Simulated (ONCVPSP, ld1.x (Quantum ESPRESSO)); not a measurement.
# Hardness and transferability of assorted potentials

Generated with ld1.x 7.5 (TM, RRKJ, ultrasoft, PAW), atompaw 4.2 or ONCVPSP 4.0.1. The cutoff is in Ry: for ld1.x and atompaw files where the sum of valence levels is converged to 10 mRy in a Bessel basis, for ONCV files where the hardest occupied wave has 1 mHa per electron of residual kinetic energy. The error is the largest all-electron minus pseudo excitation energy over each file’s own four to seven test configurations (ionisations up to +4, promotions, holes and added fractions of an electron), all of which were solved. The labels leave out finer settings (local radius, basis sizes, second energies), which also bear on the numbers. Spin-polarised tests are not counted. The rows are a selection from randomly drawn settings: files with unsolved tests, undetermined cutoffs or missed reference levels are left out.

A true bound ghost makes a file unfit for plane-wave use even where its test errors are small: the radial tests pick states by their node count and pass the ghost by.

| element | potential | cutoff (Ry) | largest error (meV) | bound ghosts |
| --- | --- | --- | --- | --- |
| F | RRKJ, LDA (PZ), non-relativistic, rc 0.90/0.95 (sp), local smoothed, core correction no, reference 2s2 2p5 | 140 | +609 | none |
| F | ONCV, PBE, scalar-relativistic, rc 0.70/1.35 (sp), local s, core correction no, reference 2s2 2p5, qcut 10.9/11, projectors 0/2 | 104 | +512 | none |
| Al | ONCV, LDA (Perdew-Wang 92), scalar-relativistic, rc 2.20/2.00/2.15 (spd), local p, core correction yes, reference 3s2, qcut 2.3/3.9/5.1, projectors 3/0/2 | 40 | +34 | s |
| Al | ONCV, PBE, scalar-relativistic, rc 1.55/2.20/2.35 (spd), local smoothed, core correction yes, reference 3s2 3p1, qcut 4.3/3.3/4.4, projectors 1/1/1 | 12 | -34 | none |
| Zr | ONCV, PBE, scalar-relativistic, rc 1.90/1.80/2.15 (spd), local smoothed, core correction yes, reference 4s2 4p6 4d2 5s2, qcut 8.3/8.5/6.4, projectors 2/1/2 | 40 | -4.5 | none |
| Ce | RRKJ, LDA (PZ), scalar-relativistic, rc 3.75/4.20/2.10/1.50 (spdf), local s, core correction yes, reference 4f1 5d1 6s2 6p0 | 90 | -643 | none |
| Tb | ONCV, LDA (Perdew-Wang 92), scalar-relativistic, rc 1.90/2.30/2.80 (spd), local smoothed, core correction yes, reference 5s2 5p6 5d1.5 6s1.5, qcut 6.8/6.1/5.2, projectors 3/2/2 | 32 | -3.2 | none |

Task: Fill in the row for I: ONCV, PBEsol, scalar-relativistic, rc 1.35/1.20/1.35 (spd), local smoothed, core correction yes, reference 4s2 4p6 4d10 5s2 5p4, qcut 9.9/10.9/13.3, projectors 3/2/2.

Result: cutoff 109 Ry, largest error -12 meV, bound ghosts: none.
